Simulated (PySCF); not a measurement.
Electron correlation in Ag²⁺ (silver, charge +2)

[Kr] 4d9, 2D determinant. Computed with PySCF 2.14 in aug-cc-pVTZ-PP with ECP28MDF (6s6p5d3f2g, 88 functions), with a scalar-relativistic core potential. Frozen: 4s2 4p6; 9 electrons correlated.

```csv
level,correlation energy (mhartree)
CCSD,-280.69
(T),-7.99
CCSD(T),-288.68
```

Diagnostics: T1 = 0.0015, D1 = 0.0039, largest double amplitude 0.020.

Cost of the coupled-cluster step: about 40 core-seconds, for 9 correlated electrons.

Iterations:

```
CC2 = 0
CCSD nocc = (np.int64(5), np.int64(4)), nmo = (84, 84)
frozen orbitals [[0, 1, 2, 3], [0, 1, 2, 3]]
max_cycle = 100
direct = 0
conv_tol = 1e-08
conv_tol_normt = 1e-06
diis_space = 8
diis_start_cycle = 0
Init t2, MP2 energy = -0.292395684671082
Init E_corr(UCCSD) = -0.292395684677792
cycle = 1  E_corr(UCCSD) = -0.278967409250434  dE = 0.0134282754  norm(t1,t2) = 0.0183622
cycle = 2  E_corr(UCCSD) = -0.280589931953828  dE = -0.0016225227  norm(t1,t2) = 0.00462008
cycle = 3  E_corr(UCCSD) = -0.28061318623637  dE = -2.32542825e-05  norm(t1,t2) = 0.00229379
cycle = 4  E_corr(UCCSD) = -0.280702981279952  dE = -8.97950436e-05  norm(t1,t2) = 0.00115799
cycle = 5  E_corr(UCCSD) = -0.280698826800974  dE = 4.15447898e-06  norm(t1,t2) = 0.000453312
cycle = 6  E_corr(UCCSD) = -0.280689019869837  dE = 9.80693114e-06  norm(t1,t2) = 0.000135292
cycle = 7  E_corr(UCCSD) = -0.280694431445433  dE = -5.4115756e-06  norm(t1,t2) = 4.2477e-05
cycle = 8  E_corr(UCCSD) = -0.280693770237195  dE = 6.61208237e-07  norm(t1,t2) = 1.61768e-05
cycle = 9  E_corr(UCCSD) = -0.280693697321812  dE = 7.29153838e-08  norm(t1,t2) = 5.16459e-06
cycle = 10  E_corr(UCCSD) = -0.280693811956397  dE = -1.14634585e-07  norm(t1,t2) = 1.67455e-06
cycle = 11  E_corr(UCCSD) = -0.280693777853655  dE = 3.4102742e-08  norm(t1,t2) = 4.48752e-07
cycle = 12  E_corr(UCCSD) = -0.280693780088934  dE = -2.23527935e-09  norm(t1,t2) = 1.19087e-07
UCCSD converged
E(UCCSD) = -145.3794550249667  E_corr = -0.2806937800889343
UCCSD(T) correction = -0.00799154658389884
```
